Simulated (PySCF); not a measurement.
# Two-photon absorption: `InChI=1S/C5H2N4OS/c10-2-3-1-6-4-5(7-3)9-11-8-4/h1-2H`

Geometry:
```tsv
atom	x (Å)	y (Å)	z (Å)
O1	-3.372	-0.569	-0.454
C2	-2.516	-0.435	0.379
C3	-1.079	-0.205	0.048
C4	-0.670	-0.140	-1.333
N5	0.564	0.056	-1.707
C6	1.442	0.195	-0.687
N7	2.747	0.402	-0.840
S8	3.364	0.501	0.658
N9	2.036	0.291	1.563
C10	1.031	0.130	0.702
N11	-0.254	-0.074	1.057
H12	-2.716	-0.469	1.477
H13	-1.440	-0.262	-2.102
```

Computed, not measured: TDDFT CAM-B3LYP/aug-cc-pVDZ excited states, vertical, gas phase (PySCF). Geometry: PBE0-D3(BJ)/def2-SVP.

Question: Give the one- and two-photon strengths of the lowest singlets.

Answer: δ for parallel linear polarisation; σ at the peak of a Lorentzian of half width 0.1 eV, single beam; Ω is circular over linear.
```csv
state,E (eV),f,photon λ (nm),δ (au),σ (GM),Ω,main
S1,2.99,0.000,829,0.32,0.00,1.50,HOMO→LUMO 0.90
S2,3.69,0.001,672,0.1,0.00,1.50,"HOMO−3→LUMO 0.58, HOMO→LUMO+1 0.25"
S3,4.29,0.373,578,56.9,0.38,0.64,HOMO−1→LUMO 0.91
S4,4.40,0.000,563,1.05,0.01,1.50,HOMO−4→LUMO 0.87
S5,4.61,0.058,538,23.1,0.18,0.91,HOMO−2→LUMO 0.92
S6,4.71,0.000,527,1,0.01,1.50,"HOMO→LUMO+1 0.49, HOMO−5→LUMO 0.20"
```

Among these, the strongest one-photon state is S3, the strongest two-photon state S3, with a dipole change of 1.1 D (relaxed, norm of the difference vector).
